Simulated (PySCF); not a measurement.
A geometry optimisation, step by step.

Species: C2F4O.
Atom-mapped SMILES: `[O:1]=[C:2]([F:3])[C:4]([F:5])([F:6])[F:7]`

Method: PySCF, PBE0-D3(BJ)/def2-SVP geometry optimisation, gas phase; density fitting, grid level 1; the optimiser is geomeTRIC in internal coordinates, started from a GFN2-xTB structure with every atom displaced at random (about 0.01 Å). The frame can shift and turn from step to step; on so coarse a grid that alone can change the energy by a few meV, and forces under 0.02 eV/Å are noise.

Step 0: E = -14962.1868 eV, largest atomic force 2.671 eV/Å
```
atom  x, y, z in Å  |  force x, y, z in eV/Å
O1      1.274    1.189   -0.771    0.111   1.581  -0.622
C2      0.846    0.218   -0.303    0.355  -1.477   0.505
F3      1.598   -0.854   -0.104   -0.125  -0.299   0.129
C4     -0.566   -0.074    0.174   -2.661  -0.130   0.184
F5     -0.625   -0.393    1.464    0.648   0.117  -0.212
F6     -1.124   -1.096   -0.502    0.843   0.436   0.073
F7     -1.369    0.982   -0.008    0.830  -0.228  -0.058
```

Step 1: E = -14962.1382 eV, largest atomic force 1.956 eV/Å
```
atom  x, y, z in Å  |  force x, y, z in eV/Å
O1      1.268    0.783   -1.076    0.232  -0.781   0.018
C2      0.751   -0.120   -0.516   -0.608   0.571  -0.183
F3      1.215   -1.349   -0.444   -0.022   0.022  -0.070
C4     -0.562    0.088    0.305    1.885   0.455  -0.259
F5     -0.270   -0.245    1.557   -0.496  -0.291   0.266
F6     -1.606   -0.581   -0.130   -0.043   0.028   0.063
F7     -0.757    1.392    0.252   -0.947  -0.004   0.166
```

Step 2: E = -14962.2321 eV, largest atomic force 0.811 eV/Å
```
atom  x, y, z in Å  |  force x, y, z in eV/Å
O1      1.327    0.730   -1.119   -0.288   0.201   0.043
C2      0.753   -0.109   -0.523    0.140   0.319  -0.156
F3      1.210   -1.342   -0.461   -0.423  -0.354   0.270
C4     -0.542    0.111    0.314    0.682   0.334   0.286
F5     -0.298   -0.247    1.571    0.018  -0.126  -0.024
F6     -1.572   -0.574   -0.130   -0.110  -0.291  -0.298
F7     -0.838    1.399    0.299   -0.018  -0.083  -0.120
```

Step 3: E = -14962.2541 eV, largest atomic force 0.906 eV/Å
```
atom  x, y, z in Å  |  force x, y, z in eV/Å
O1      1.316    0.748   -1.135    0.294  -0.394  -0.147
C2      0.766   -0.095   -0.527   -0.612   0.470   0.475
F3      1.116   -1.362   -0.420    0.332   0.037  -0.304
C4     -0.504    0.128    0.315   -0.147   0.155   0.367
F5     -0.286   -0.261    1.571    0.119   0.120  -0.080
F6     -1.503   -0.589   -0.164   -0.239  -0.314  -0.292
F7     -0.867    1.398    0.309    0.254  -0.074  -0.019
```

Step 4: E = -14962.2772 eV, largest atomic force 0.182 eV/Å
```
atom  x, y, z in Å  |  force x, y, z in eV/Å
O1      1.322    0.730   -1.137    0.038   0.057   0.034
C2      0.756   -0.085   -0.508   -0.044   0.038  -0.160
F3      1.120   -1.353   -0.445    0.053  -0.096   0.038
C4     -0.514    0.129    0.326    0.138   0.048   0.108
F5     -0.286   -0.251    1.582   -0.109   0.077  -0.114
F6     -1.500   -0.604   -0.174   -0.057  -0.004   0.038
F7     -0.859    1.402    0.305   -0.018  -0.121   0.054
```

Step 5: E = -14962.2789 eV, largest atomic force 0.084 eV/Å
```
atom  x, y, z in Å  |  force x, y, z in eV/Å
O1      1.326    0.733   -1.134   -0.026  -0.010   0.014
C2      0.755   -0.088   -0.516    0.033   0.036   0.004
F3      1.129   -1.354   -0.445   -0.005  -0.024  -0.009
C4     -0.515    0.126    0.324    0.027   0.030   0.074
F5     -0.290   -0.247    1.580   -0.001  -0.019  -0.047
F6     -1.509   -0.602   -0.168   -0.005  -0.025  -0.011
F7     -0.857    1.398    0.307   -0.023   0.011  -0.024
```

Step 6: E = -14962.2791 eV, largest atomic force 0.035 eV/Å
```
atom  x, y, z in Å  |  force x, y, z in eV/Å
O1      1.327    0.733   -1.133   -0.001  -0.001   0.011
C2      0.756   -0.087   -0.515   -0.001   0.016  -0.010
F3      1.125   -1.355   -0.447    0.003   0.001  -0.004
C4     -0.513    0.128    0.326    0.010  -0.001   0.033
F5     -0.290   -0.246    1.580    0.001   0.004  -0.013
F6     -1.506   -0.603   -0.167   -0.006  -0.015  -0.012
F7     -0.860    1.399    0.306   -0.006  -0.004  -0.005
```

Step 7: E = -14962.2792 eV, largest atomic force under 0.02 eV/Å
```
atom  x, y, z in Å  |  force x, y, z in eV/Å
O1      1.329    0.734   -1.131    0.003   0.008   0.006
C2      0.756   -0.087   -0.514   -0.001   0.001  -0.002
F3      1.122   -1.356   -0.450    0.005   0.007  -0.004
C4     -0.513    0.128    0.326   -0.002  -0.008  -0.002
F5     -0.289   -0.245    1.581   -0.001   0.003  -0.002
F6     -1.505   -0.605   -0.167    0.002  -0.008   0.001
F7     -0.861    1.398    0.304   -0.006  -0.002   0.003
```

Question: Summarise the path.

Answer: The energy falls by 8.92 kJ/mol from step 0 to step 7; nine tenths of that is first reached at step 4. It rises by more than 0.2 meV at step 1. The largest force goes from 2.671 to under 0.02 eV/Å. Among the bonds C4–F7 changes most, from 1.339 to 1.317 Å; the atoms move by 0.031 Å rms after alignment.

The cost below is that of the whole optimisation. Time: 24 s; peak memory 0.40 GiB. Hardware: one thread, Arm Neoverse V1 (aarch64), shared host.
